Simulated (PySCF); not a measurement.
**Si2H7NO2**

Si2H7NO2 is a small molecule, neutral, singlet. The structure, one conformer, was relaxed in the gas phase by PBE0-D3(BJ)/def2-SVP. No frequency run checks that it is a minimum.

SMILES: N[SiH2]O[SiH2]O

```xyz
12

O     1.350   -1.222    0.882
Si    0.907   -1.531   -0.679
O    -0.415   -0.580   -1.054
Si   -1.063    0.802   -0.419
N    -0.199    1.235    1.045
H     1.040   -0.338    1.161
H     0.528   -2.962   -0.815
H     1.988   -1.195   -1.652
H    -2.492    0.556   -0.081
H    -0.912    1.913   -1.399
H    -0.692    1.153    1.929
H     0.349    2.091    1.040
```
(Å; atoms numbered from 1)

Shieldings: GIAO PBE0/pcSseg-2. Shifts are against computed references at the same level: H TMS (σ 31.24 ppm), Si TMS (σ 341.3 ppm). Core levels by delta-SCF with SCAN, pcX-2 on the ionised atom and pcseg-1 elsewhere, spin-free X2C (2p3/2 is the spin-free 2p value less a third of a first-order spin-orbit splitting); from the vacuum level, for chosen atoms.

**Question.** Give the NMR and core-level values of the distinct atoms.

**Answer.** 
```tsv
atoms	bonded to	σ (ppm)	δ (ppm)	core level (eV)
O1	1 Si + 1 H	255.1	-	1s 537.84
Si2	2 O + 2 H	366.1	-24.8	2p3/2 107.71
O3	2 Si	233.8	-	1s 537.81
Si4	1 N + 1 O + 2 H	374.3	-33.0	2p3/2 107.89
N5	1 Si + 2 H	224.8	-	1s 405.40
H6	1 O	26.03	5.22	-
H7	1 Si	26.11	5.13	-
H8	1 Si	25.85	5.39	-
H9	1 Si	26.06	5.19	-
H10	1 Si	26.06	5.19	-
H11	1 N	29.79	1.46	-
H12	1 N	29.77	1.47	-
```

Values are those of this one static structure; atoms that internal rotation interchanges would show their mean in an NMR spectrum.

**Question.** By CAM-B3LYP/def2-SVPD (TDDFT singlets, Tamm-Dancoff triplets, ionisation by delta-SCF), where does absorption start, and what does vertical ionisation take?

**Answer.** The lowest singlet lies at 7.05 eV (f 0.049), the lowest triplet at 6.64 eV; vertical ionisation takes 10.54 eV.
